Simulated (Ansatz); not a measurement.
The cluster Cd3Te4 was relaxed with PBE-D4 (def2-SVP) in Ansatz in these states: neutral quintet, neutral singlet, neutral triplet. The geometries follow in no particular order.

In the def2 sets Cd, Te take a core potential; there is no spin–orbit coupling.

A:

```xyz
7

Cd    1.279   -1.359    2.524
Cd   -0.467   -0.939   -1.909
Cd    1.662    0.570    0.122
Te    2.172   -1.338   -1.735
Te   -1.811    0.435    1.190
Te    0.042    2.498    1.174
Te   -2.879    0.133   -1.367
```

B:

```xyz
7

Cd    1.785   -0.922    1.500
Cd    0.220   -1.163   -1.575
Cd    0.689    1.820   -0.263
Te    1.760    0.823   -2.512
Te   -1.930   -0.287    1.338
Te   -0.876    2.370    1.849
Te   -1.649   -2.642   -0.337
```

C:

```xyz
7

Cd    1.687    0.339    1.344
Cd    0.189    0.651   -2.039
Cd   -1.854    1.011    0.438
Te   -2.001    2.201   -1.962
Te    0.884   -2.728    1.118
Te   -1.077   -0.441    2.541
Te    2.171   -1.034   -1.441
```

Question: Judge from the bond lengths which geometry belongs to which state (an estimate).

Answer: A is the neutral singlet (Cd1–Cd3 3.104 Å, Te5–Te6 2.773 Å, Te5–Te7 2.788 Å); B is the neutral triplet (Cd1–Cd3 3.439 Å, Te5–Te6 2.903 Å, Te5–Te7 2.904 Å); C is the neutral quintet (Cd1–Cd3 3.717 Å, Te5–Te6 3.332 Å, Te5–Te7 3.328 Å).

At PBE0-D4/def2-TZVP a singlet lies 0.98 eV below the neutral triplet. At PBE0-D4/def2-TZVP a singlet lies 2.05 eV below the neutral quintet. These are the stationary points nearest to one start from a short search; other shapes may lie lower in each state.
